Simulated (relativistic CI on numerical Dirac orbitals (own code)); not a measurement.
# V¹¹⁺: q coefficients and field-shift factors

Method of calculation: Dirac-Coulomb-Breit CI, KLI orbitals optimised for each configuration, derivatives by finite differences, unscaled Slater integrals, QED left out (own radial code, finite nucleus).

Configurations in the expansion (outside the closed core [Ne]): 3s2, 3s 3p, 3p2, 3s 3d, 3d2, 3p 3d, 3p 4s, 3s 4s. Levels of other configurations are missing.

With x = (α/α₀)² − 1 an excitation energy changes as ω = ω₀ + qx; K = 2q/ω₀ is the relative enhancement. Terms are leading LS components, so labels can repeat. The field-shift factor is F = δν/δ⟨r²⟩ for the transition from the lowest level.

Lowest level 3s2 1S_0.

```
      Level  ω₀ (cm⁻¹)  q (cm⁻¹)  F (GHz/fm²)
3s 3p 3P°_0     187338      3130        -8.39
3s 3p 3P°_1     190517      6118        -8.39
3s 3p 3P°_2     197667     13610         -8.4
3s 3p 1P°_1     286191     11360        -8.81
   3p2 1D_2     446101     17460        -15.6
   3p2 3P_0     448089     11970        -17.4
   3p2 3P_1     452638     17580        -17.4
   3p2 3P_2     460920     26630        -17.2
   3p2 1S_0     531763     23030          -17
 3s 3d 3D_1     547241     14250        -7.97
 3s 3d 3D_2     547639     14640        -7.97
 3s 3d 3D_3     548262     15260        -7.96
 3s 3d 1D_2     625418     16850        -10.2
```

At this charge energies of transitions that change n are usually good to better than 1 %, and those within a shell (Δn = 0) to a few per cent.

Problem. Which transition from the lowest level has the largest |K|?

Solution. 3s 3p 3P°_2 at 197667 cm⁻¹, K = 0.138.
